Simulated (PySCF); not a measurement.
How methods differ on the ionisation energy of Bi

Bi [Xe] 4f14 5d10 6s2 6p3 (4S) → Bi⁺ [Xe] 4f14 5d10 6s2 6p2 (3P), as a difference of total energies. All numbers are calculated (PySCF 2.14, scalar relativity through the core potential, in aug-cc-pVDZ-PP with ECP60MDF (5s4p3d, 32 functions)). Correlated levels: valence: 5s2 5p6 5d10 frozen. The calculations carry no spin-orbit coupling.

| method | ionisation energy (eV) | difference from reference (eV) |
| --- | --- | --- |
| UHF | 8.232 | +0.946 |
| BP86 | 8.707 | +1.421 |
| PBE0 | 8.658 | +1.372 |
| MP2 (valence) | 8.498 | +1.212 |
| SCS-MP2 (valence) | 8.402 | +1.116 |
| CCSD (valence) | 8.495 | +1.209 |
| CCSD(T) (valence) | 8.502 | +1.216 |

Reference: 7.286 eV (measured; NIST Atomic Spectra Database, ionization energies).

Spin-orbit coupling is strong in these open shells (close to jj coupling). The scalar numbers leave it out and a first-order estimate fails, so it can dominate the gap to the real levels.

Errors of the correlated levels include the incompleteness of this basis and the frozen core.
